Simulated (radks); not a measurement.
The numbers below are computed, except where a source is named.
Q: Valence configurations of neutral chromium (all share [Ar]). Code: a radial shooting solver on a logarithmic mesh with Libxc functionals. Model: scalar-relativistic Kohn-Sham, PBE, spin-polarised, spherical densities, finite nucleus; open shells are filled with parallel spins first; Fermi nuclear charge, rms radius 3.6452 fm. Order these by energy: 3d4.5 4s0.5 4p1; 3d4 4s2; 3d4.5 4s1.5; 3d4 4s1 4p1; 3d6; 3d4 4p2; 3d5 4p1; 3d4.5 4s1 4p0.5; 3d5.5 4s0.5; 3d5 4s1.

A: From the lowest, in eV above it: 3d5 4s1 0.000; 3d4.5 4s1.5 0.825; 3d4.5 4s1 4p0.5 1.632; 3d4 4s2 1.963; 3d5.5 4s0.5 2.265; 3d5 4p1 3.338; 3d4.5 4s0.5 4p1 3.447; 3d4 4s1 4p1 4.122; 3d6 4.413; 3d4 4p2 8.114. NIST lists [Ar] 3d5 4s1 as the ground configuration; this level of theory agrees among the configurations tried. The energies are those of spherical high-spin densities, not of single terms.
